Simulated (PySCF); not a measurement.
# Correlation energy of Sc⁺ (scandium, charge +1)

[Ar] 3d1 4s1, high-spin 3D determinant. Calculation: PySCF 2.14, in def2-QZVPPD (11s6p5d3f2g, 93 functions); no relativity, point nucleus. Frozen: [Ar]; 2 electrons correlated.

With two correlated electrons CCSD is exact within the correlated space (frozen core and kept virtual orbitals).

| level | correlation energy (mhartree) |
| --- | --- |
| CCSD | -4.75 |

Diagnostics: T1 = 0.012, D1 = 0.0230, largest double amplitude 0.016.

Cost of the coupled-cluster step: of the order of 10 core-seconds, for 2 correlated electrons.

Iterations:

```
CC2 = 0
CCSD nocc = (np.int64(2), np.int64(0)), nmo = (84, 84)
frozen orbitals [[0, 1, 2, 3, 4, 5, 6, 7, 8], [0, 1, 2, 3, 4, 5, 6, 7, 8]]
max_cycle = 100
direct = 0
conv_tol = 1e-08
conv_tol_normt = 1e-06
diis_space = 8
diis_start_cycle = 0
Init t2, MP2 energy = -0.00339825600439234
Init E_corr(UCCSD) = -0.00339825600464877
cycle = 1  E_corr(UCCSD) = -0.00428245126877638  dE = -0.000884195264  norm(t1,t2) = 0.0132878
cycle = 2  E_corr(UCCSD) = -0.00455871589431637  dE = -0.000276264626  norm(t1,t2) = 0.00560235
cycle = 3  E_corr(UCCSD) = -0.00473143268679421  dE = -0.000172716792  norm(t1,t2) = 0.00304202
cycle = 4  E_corr(UCCSD) = -0.0047289912331908  dE = 2.4414536e-06  norm(t1,t2) = 0.00170789
cycle = 5  E_corr(UCCSD) = -0.00474420098132945  dE = -1.52097481e-05  norm(t1,t2) = 0.00123931
cycle = 6  E_corr(UCCSD) = -0.00474512151268687  dE = -9.20531357e-07  norm(t1,t2) = 0.000655267
cycle = 7  E_corr(UCCSD) = -0.00474669536892469  dE = -1.57385624e-06  norm(t1,t2) = 0.000279699
cycle = 8  E_corr(UCCSD) = -0.00474585936912163  dE = 8.35999803e-07  norm(t1,t2) = 6.42668e-05
cycle = 9  E_corr(UCCSD) = -0.00474645744267752  dE = -5.98073556e-07  norm(t1,t2) = 2.2728e-05
cycle = 10  E_corr(UCCSD) = -0.00474630438112443  dE = 1.53061553e-07  norm(t1,t2) = 4.97722e-06
cycle = 11  E_corr(UCCSD) = -0.00474629070196479  dE = 1.36791596e-08  norm(t1,t2) = 1.27416e-06
cycle = 12  E_corr(UCCSD) = -0.00474629920341926  dE = -8.50145448e-09  norm(t1,t2) = 5.84604e-07
UCCSD converged
E(UCCSD) = -759.5478895317959  E_corr = -0.004746299203419265
```
